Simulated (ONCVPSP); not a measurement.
# Before and after: ONCV potential for C

```json
{
  "Element": "carbon",
  "Generator": "ONCVPSP 4.0.1",
  "Type": "optimised norm-conserving Vanderbilt (ONCV)",
  "Functional": "PBE",
  "Relativity": "scalar-relativistic",
  "Frozen core": "[He]",
  "Valence charge": "4",
  "Reference configuration": "2s1.75 2p2.25",
  "Partial waves": "2s: rc 1.10 bohr, ncon 4, nbas 9, qcut 5.8 1/bohr, 3 projectors, debl 3.9 Ha; 2p: rc 1.60 bohr, ncon 4, nbas 9, qcut 5.3 1/bohr, 2 projectors, debl 2.8 Ha; d scattering state at 0.29 Ha: rc 1.35 bohr, ncon 3, nbas 7, qcut 8.3 1/bohr, 2 projectors, debl 1.3 Ha",
  "Local potential": "polynomial inside 0.85 bohr (lpopt 5, dvloc0 0 Ha)",
  "Core correction": "polynomial model core, fcfact 0.75"
}
```

All-electron outer shells of the reference configuration (PBE, scalar-relativistic, ld1.x):

```json
{"shell": "1s", "level (eV)": "-273.63", "outermost node (bohr)": "–", "outermost maximum (bohr)": "0.17"}
{"shell": "2s", "level (eV)": "-13.87", "outermost node (bohr)": "0.38", "outermost maximum (bohr)": "1.22"}
{"shell": "2p", "level (eV)": "-5.40", "outermost node (bohr)": "–", "outermost maximum (bohr)": "1.20"}
```

Change: s: rc 1.02.

Cutoffs: the cutoffs (Ha) at which the residual kinetic energy of the hardest occupied pseudo-wave falls to 1 and 0.1 mHa per electron; they do not see the model core or the augmentation charge, which bear on the density cutoff. Errors are all-electron minus pseudo energies relative to the spin-unpolarised reference configuration.

Problem. Predict the effect on cutoff, ghosts and configuration errors.

Solution. The potential gets harder (18 Ha and 127 Ha → 20 Ha and 135 Ha); a bound ghost appears in s, which as a rule spoils a file; the errors of the 4 common tests hardly move. A smaller radius makes the pseudo-wave follow the all-electron one further in, where it bends more sharply, so more plane waves are needed.

```csv
quantity,base,changed
"cutoff, loose",18 Ha,20 Ha
"cutoff, tight",127 Ha,135 Ha
loose cutoff by channel,"s 18 Ha, p 16 Ha","s 20 Ha, p 16 Ha"
bound ghosts,none,s
GHOST(+) flags under 300 eV,none,none
"error for 2s2 2p2, meV [ΔE -2.12 eV]",+0.1,0.0
"error for 2s2 2p1, meV [ΔE 8.74 eV]",+35,+34
"error for 2s2 2p0, meV [ΔE 32.90 eV]",+272,+266
"error for 2s1 2p3, meV [ΔE 6.36 eV]",+0.3,+0.2
p: phases at 1.63 bohr within 0.05 rad from the reference energy up to (Ha; the scan ends near 5),to the end of the scan,to the end of the scan
d: phases at 1.37 bohr within 0.05 rad from the reference energy up to (Ha; the scan ends near 5),to the end of the scan,to the end of the scan
"rms error of d²Exc/dni dnj with the model core, mHa",1.58,1.56
```

Base: The cutoffs count occupied waves only; projector 2 of the p channel, the hardest unoccupied one, needs 51 Ha at the loose tolerance. Changed file: The cutoffs count occupied waves only; projector 2 of the p channel, the hardest unoccupied one, needs 51 Ha at the loose tolerance. A true bound ghost makes a file unfit for plane-wave use even where its test errors are small: the radial tests pick states by their node count and pass the ghost by.
